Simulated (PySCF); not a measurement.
Computed shifts of a molecule C3H8Si, PBE0/pcSseg-1 run with PySCF, GIAO, gas phase, atoms alike by connectivity averaged where their shifts nearly agree, in ppm (number of nuclei): ²⁹Si: -63.0 (1). ¹³C: 146.0 (1), 124.1 (1), 20.6 (1). ¹H: 6.30 (1), 5.63 (1), 5.52 (1), 4.12 (3), 1.99 (2). References: ²⁹Si against TMS (σ = 352.7 ppm); ¹³C against TMS (σ = 186.3 ppm); ¹H against TMS (σ = 31.56 ppm), references at their B3LYP-D3(BJ)/def2-TZVP geometries, non-relativistic. Coordinates come from a B3LYP-D3(BJ)/def2-SVP optimisation. The values are those of a single conformer.

### Question
Which molecule gave these data?
A) C=C[SiH2]C
B) C=CC[SiH3]
C) [SiH3]C1CC1
D) C1C[SiH2]C1

### Answer
B, C=CC[SiH3]
